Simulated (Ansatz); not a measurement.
Method: r2SCAN-D4/def2-SVP (Ansatz, a first-principles code). No frequencies were computed at this level.

Ansatz 0.2 input:
```yaml
crystal:
  periodic: [false, false, false]
  atoms:
    - { symbol: Hf, position_ang: [0.136445, -0.019995, 0.033007] }
    - { symbol: O, position_ang: [-1.664071, -0.386217, 0.385343] }
    - { symbol: H, position_ang: [-2.33642, 0.090671, -0.116307] }
    - { symbol: S, position_ang: [1.921313, -1.238438, -1.157872] }
    - { symbol: H, position_ang: [2.413106, -1.854298, -0.089188] }
    - { symbol: S, position_ang: [0.870006, -0.514286, 2.358268] }
    - { symbol: H, position_ang: [-0.376968, -0.486744, 2.816447] }
    - { symbol: S, position_ang: [-0.43416, 1.660255, -1.729114] }
    - { symbol: H, position_ang: [0.519117, 1.219046, -2.547272] }
basis:
  gaussian: { orbitals: def2-svp }
hamiltonian:
  xc: r2scan
  dispersion: d4
relax:
  max_steps: 150
```

Output:

```
[...]
these checks for a lower state are left out or cut short: starts, cluster_reference, orbital_swaps, neighbouring_geometries, increment
1304 factors; their error is unknown
mean field evaluation 160: about -35916.8070 eV, gradient 2.8e-1 eV
mean field -35916.80705031 eV, -1319.9183138125 hartree, gradient 8.2e-6 eV, S^2 0.000000; 0 other end points of the search recorded, 0 dependent functions left out
reference -35916.80707782 eV, -1319.9183148237 hartree; 36, 36 occupied and 84, 84 virtual orbitals, 1304 factors
relax step  20: F+E_penalty+E_count = -35916.87436279 eV  Δ(F+E_penalty+E_count) = -1.269e-3 eV  max|allowed force component| = 7.400e-2 eV/Å  Δτ_max = 0.0495 Å  (31 SCF iters, accepted)
these checks for a lower state are left out or cut short: starts, cluster_reference, orbital_swaps, neighbouring_geometries, increment
1304 factors; their error is unknown
mean field -35916.80739538 eV, -1319.9183264936 hartree, gradient 1.2e-5 eV, S^2 0.000000; 0 other end points of the search recorded, 0 dependent functions left out
reference -35916.80742288 eV, -1319.9183275042 hartree; 36, 36 occupied and 84, 84 virtual orbitals, 1304 factors
relax step  21: F+E_penalty+E_count = -35916.87472633 eV  Δ(F+E_penalty+E_count) = -3.635e-4 eV  max|allowed force component| = 1.824e-1 eV/Å  Δτ_max = 0.0619 Å  (31 SCF iters, accepted)
these checks for a lower state are left out or cut short: starts, cluster_reference, orbital_swaps, neighbouring_geometries, increment
1304 factors; their error is unknown
mean field -35916.80472077 eV, -1319.9182282038 hartree, gradient 1.2e-5 eV, S^2 0.000000; 0 other end points of the search recorded, 0 dependent functions left out
reference -35916.80474821 eV, -1319.9182292121 hartree; 36, 36 occupied and 84, 84 virtual orbitals, 1304 factors
relax step  22: F+E_penalty+E_count = -35916.87218076 eV  Δ(F+E_penalty+E_count) = +2.546e-3 eV  max|allowed force component| = 5.543e-2 eV/Å  Δτ_max = 0.1471 Å  (32 SCF iters, rejected (line search))
these checks for a lower state are left out or cut short: starts, cluster_reference, orbital_swaps, neighbouring_geometries, increment
1304 factors; their error is unknown
mean field -35916.80968051 eV, -1319.9184104707 hartree, gradient 2.1e-5 eV, S^2 0.000000; 0 other end points of the search recorded, 0 dependent functions left out
reference -35916.80970802 eV, -1319.9184114816 hartree; 36, 36 occupied and 84, 84 virtual orbitals, 1304 factors
relax step  23: F+E_penalty+E_count = -35916.87714187 eV  Δ(F+E_penalty+E_count) = -2.416e-3 eV  max|allowed force component| = 6.594e-2 eV/Å  Δτ_max = 0.0715 Å  (32 SCF iters, accepted)
these checks for a lower state are left out or cut short: starts, cluster_reference, orbital_swaps, neighbouring_geometries, increment
1304 factors; their error is unknown
mean field evaluation 192: about -35916.8086 eV, gradient 1.6e-5 eV
mean field -35916.80864635 eV, -1319.9183724661 hartree, gradient 1.6e-5 eV, S^2 0.000000; 0 other end points of the search recorded, 0 dependent functions left out
reference -35916.80867391 eV, -1319.9183734790 hartree; 36, 36 occupied and 84, 84 virtual orbitals, 1304 factors
relax step  24: F+E_penalty+E_count = -35916.87619774 eV  Δ(F+E_penalty+E_count) = +9.441e-4 eV  max|allowed force component| = 2.172e-1 eV/Å  Δτ_max = 0.1000 Å  (33 SCF iters, rejected (line search))
these checks for a lower state are left out or cut short: starts, cluster_reference, orbital_swaps, neighbouring_geometries, increment
1304 factors; their error is unknown
mean field -35916.81116095 eV, -1319.9184648760 hartree, gradient 9.1e-6 eV, S^2 0.000000; 0 other end points of the search recorded, 0 dependent functions left out
reference -35916.81118848 eV, -1319.9184658876 hartree; 36, 36 occupied and 84, 84 virtual orbitals, 1304 factors
relax step  25: F+E_penalty+E_count = -35916.87858602 eV  Δ(F+E_penalty+E_count) = -1.444e-3 eV  max|allowed force component| = 3.148e-2 eV/Å  Δτ_max = 0.0500 Å  (32 SCF iters, accepted)
these checks for a lower state are left out or cut short: starts, cluster_reference, orbital_swaps, neighbouring_geometries, increment
1304 factors; their error is unknown
mean field -35916.81187903 eV, -1319.9184912648 hartree, gradient 8.7e-6 eV, S^2 0.000000; 0 other end points of the search recorded, 0 dependent functions left out
reference -35916.81190658 eV, -1319.9184922771 hartree; 36, 36 occupied and 84, 84 virtual orbitals, 1304 factors
relax step  26: F+E_penalty+E_count = -35916.87929945 eV  Δ(F+E_penalty+E_count) = -7.134e-4 eV  max|allowed force component| = 5.187e-2 eV/Å  Δτ_max = 0.0488 Å  (31 SCF iters, accepted)
these checks for a lower state are left out or cut short: starts, cluster_reference, orbital_swaps, neighbouring_geometries, increment
1304 factors; their error is unknown
mean field -35916.81189678 eV, -1319.9184919171 hartree, gradient 1.5e-5 eV, S^2 0.000000; 0 other end points of the search recorded, 0 dependent functions left out
reference -35916.81192435 eV, -1319.9184929305 hartree; 36, 36 occupied and 84, 84 virtual orbitals, 1304 factors
relax step  27: F+E_penalty+E_count = -35916.87935959 eV  Δ(F+E_penalty+E_count) = -6.015e-5 eV  max|allowed force component| = 1.581e-1 eV/Å  Δτ_max = 0.0693 Å  (31 SCF iters, accepted)
these checks for a lower state are left out or cut short: starts, cluster_reference, orbital_swaps, neighbouring_geometries, increment
1304 factors; their error is unknown
mean field -35916.81275470 eV, -1319.9185234451 hartree, gradient 7.5e-6 eV, S^2 0.000000; 0 other end points of the search recorded, 0 dependent functions left out
reference -35916.81278228 eV, -1319.9185244585 hartree; 36, 36 occupied and 84, 84 virtual orbitals, 1304 factors
relax step  28: F+E_penalty+E_count = -35916.88022996 eV  Δ(F+E_penalty+E_count) = -8.704e-4 eV  max|allowed force component| = 7.690e-2 eV/Å  Δτ_max = 0.0122 Å  (32 SCF iters, accepted)
these checks for a lower state are left out or cut short: starts, cluster_reference, orbital_swaps, neighbouring_geometries, increment
1304 factors; their error is unknown
mean field evaluation 224: about -35916.8130 eV, gradient 8.4e-5 eV
mean field -35916.81297197 eV, -1319.9185314298 hartree, gradient 7.6e-6 eV, S^2 0.000000; 0 other end points of the search recorded, 0 dependent functions left out
reference -35916.81299957 eV, -1319.9185324438 hartree; 36, 36 occupied and 84, 84 virtual orbitals, 1304 factors
relax step  29: F+E_penalty+E_count = -35916.88040816 eV  Δ(F+E_penalty+E_count) = -1.782e-4 eV  max|allowed force component| = 3.321e-2 eV/Å  Δτ_max = 0.0226 Å  (33 SCF iters, accepted)
these checks for a lower state are left out or cut short: starts, cluster_reference, orbital_swaps, neighbouring_geometries, increment
1304 factors; their error is unknown
mean field -35916.81308815 eV, -1319.9185356994 hartree, gradient 1.2e-5 eV, S^2 0.000000; 0 other end points of the search recorded, 0 dependent functions left out
reference -35916.81311578 eV, -1319.9185367145 hartree; 36, 36 occupied and 84, 84 virtual orbitals, 1304 factors
relax step  30: F+E_penalty+E_count = -35916.88052113 eV  Δ(F+E_penalty+E_count) = -1.130e-4 eV  max|allowed force component| = 2.567e-2 eV/Å  Δτ_max = 0.0533 Å  (31 SCF iters, accepted)
these checks for a lower state are left out or cut short: starts, cluster_reference, orbital_swaps, neighbouring_geometries, increment
1304 factors; their error is unknown
mean field -35916.81346987 eV, -1319.9185497271 hartree, gradient 7.5e-6 eV, S^2 0.000000; 0 other end points of the search recorded, 0 dependent functions left out
reference -35916.81349749 eV, -1319.9185507422 hartree; 36, 36 occupied and 84, 84 virtual orbitals, 1304 factors
relax step  31: F+E_penalty+E_count = -35916.88094191 eV  Δ(F+E_penalty+E_count) = -4.208e-4 eV  max|allowed force component| = 1.640e-2 eV/Å  Δτ_max = 0.0259 Å  (32 SCF iters, accepted)
these checks for a lower state are left out or cut short: starts, cluster_reference, orbital_swaps, neighbouring_geometries, increment
1304 factors; their error is unknown
mean field -35916.81362908 eV, -1319.9185555781 hartree, gradient 7.2e-6 eV, S^2 0.000000; 0 other end points of the search recorded, 0 dependent functions left out
reference -35916.81365672 eV, -1319.9185565938 hartree; 36, 36 occupied and 84, 84 virtual orbitals, 1304 factors
relax step  32: F+E_penalty+E_count = -35916.88110004 eV  Δ(F+E_penalty+E_count) = -1.581e-4 eV  max|allowed force component| = 4.494e-2 eV/Å  Δτ_max = 0.0345 Å  (33 SCF iters, accepted)
these checks for a lower state are left out or cut short: starts, cluster_reference, orbital_swaps, neighbouring_geometries, increment
1304 factors; their error is unknown
mean field -35916.81373353 eV, -1319.9185594166 hartree, gradient 7.3e-6 eV, S^2 0.000000; 0 other end points of the search recorded, 0 dependent functions left out
reference -35916.81376119 eV, -1319.9185604329 hartree; 36, 36 occupied and 84, 84 virtual orbitals, 1304 factors
relax step  33: F+E_penalty+E_count = -35916.88122021 eV  Δ(F+E_penalty+E_count) = -1.202e-4 eV  max|allowed force component| = 3.671e-2 eV/Å  Δτ_max = 0.0168 Å  (33 SCF iters, accepted)
these checks for a lower state are left out or cut short: starts, cluster_reference, orbital_swaps, neighbouring_geometries, increment
1304 factors; their error is unknown
mean field evaluation 256: about -35916.9235 eV, gradient 2.3e0 eV
mean field -35916.81384713 eV, -1319.9185635913 hartree, gradient 7.4e-6 eV, S^2 0.000000; 0 other end points of the search recorded, 0 dependent functions left out
reference -35916.81387481 eV, -1319.9185646083 hartree; 36, 36 occupied and 84, 84 virtual orbitals, 1304 factors
relax step  34: F+E_penalty+E_count = -35916.88133402 eV  Δ(F+E_penalty+E_count) = -1.138e-4 eV  max|allowed force component| = 2.319e-2 eV/Å  Δτ_max = 0.0182 Å  (33 SCF iters, accepted)
these checks for a lower state are left out or cut short: starts, cluster_reference, orbital_swaps, neighbouring_geometries, increment
1304 factors; their error is unknown
mean field -35916.81392574 eV, -1319.9185664802 hartree, gradient 7.4e-6 eV, S^2 0.000000; 0 other end points of the search recorded, 0 dependent functions left out
reference -35916.81395344 eV, -1319.9185674980 hartree; 36, 36 occupied and 84, 84 virtual orbitals, 1304 factors
relax step  35: F+E_penalty+E_count = -35916.88142179 eV  Δ(F+E_penalty+E_count) = -8.777e-5 eV  max|allowed force component| = 1.640e-2 eV/Å  Δτ_max = 0.0358 Å  (31 SCF iters, accepted)
these checks for a lower state are left out or cut short: starts, cluster_reference, orbital_swaps, neighbouring_geometries, increment
1304 factors; their error is unknown
mean field -35916.81395428 eV, -1319.9185675288 hartree, gradient 7.5e-6 eV, S^2 0.000000; 0 other end points of the search recorded, 0 dependent functions left out
reference -35916.81398199 eV, -1319.9185685470 hartree; 36, 36 occupied and 84, 84 virtual orbitals, 1304 factors
relax step  36: F+E_penalty+E_count = -35916.88144359 eV  Δ(F+E_penalty+E_count) = -2.180e-5 eV  max|allowed force component| = 2.265e-2 eV/Å  Δτ_max = 0.0192 Å  (33 SCF iters, accepted)
these checks for a lower state are left out or cut short: starts, cluster_reference, orbital_swaps, neighbouring_geometries, increment
1304 factors; their error is unknown
mean field -35916.81397508 eV, -1319.9185682934 hartree, gradient 7.6e-6 eV, S^2 0.000000; 0 other end points of the search recorded, 0 dependent functions left out
reference -35916.81400279 eV, -1319.9185693116 hartree; 36, 36 occupied and 84, 84 virtual orbitals, 1304 factors
relax step  37: F+E_penalty+E_count = -35916.88146079 eV  Δ(F+E_penalty+E_count) = -1.719e-5 eV  max|allowed force component| = 1.268e-2 eV/Å  Δτ_max = 0.0050 Å  (33 SCF iters, accepted)
these checks for a lower state are left out or cut short: starts, cluster_reference, orbital_swaps, neighbouring_geometries, increment
1304 factors; their error is unknown
mean field evaluation 288: about -35916.8140 eV, gradient 4.5e-4 eV
mean field -35916.81398046 eV, -1319.9185684911 hartree, gradient 7.6e-6 eV, S^2 0.000000; 0 other end points of the search recorded, 0 dependent functions left out
reference -35916.81400817 eV, -1319.9185695093 hartree; 36, 36 occupied and 84, 84 virtual orbitals, 1304 factors
relax step  38: F+E_penalty+E_count = -35916.88147266 eV  Δ(F+E_penalty+E_count) = -1.187e-5 eV  max|allowed force component| = 5.603e-3 eV/Å  Δτ_max = 0.0036 Å  (35 SCF iters, accepted)
1304 factors; their error is unknown
mean field -35916.81398046 eV, -1319.9185684911 hartree, gradient 7.5e-6 eV, S^2 0.000000; 1 other end points of the search recorded, 0 dependent functions left out
reference -35916.81400817 eV, -1319.9185695093 hartree; 36, 36 occupied and 84, 84 virtual orbitals, 1304 factors
Total energy: -35916.88150037 eV, -1319.9210498018 hartree
Atom 0 at    -0.150478    -0.072073    -0.112363 Å, force    -0.002442     0.001786     0.000628 eV/Å
Atom 1 at    -1.980434    -0.590420    -0.058046 Å, force    -0.003713    -0.002833    -0.003409 eV/Å
Atom 2 at    -2.900225    -0.821607     0.086790 Å, force     0.003895     0.002074     0.002702 eV/Å
Atom 3 at     1.163233    -1.966922    -0.955649 Å, force     0.003353     0.002279     0.001046 eV/Å
Atom 4 at     2.291005    -1.471401    -0.388411 Å, force    -0.002463    -0.001801    -0.001355 eV/Å
Atom 5 at     0.738039     0.543406     2.090453 Å, force    -0.001503    -0.003113     0.000230 eV/Å
Atom 6 at     0.378816    -0.650854     2.625164 Å, force     0.001234     0.002584     0.000079 eV/Å
Atom 7 at     0.110884     1.909642    -1.524815 Å, force     0.005603    -0.002955    -0.000053 eV/Å
Atom 8 at     1.397528     1.590223    -1.809812 Å, force    -0.003965     0.001979     0.000132 eV/Å
Dipole moment:    -0.310290    -0.271304     0.134716 e Å
```

Cost: about 6 core-minutes (a rough figure).
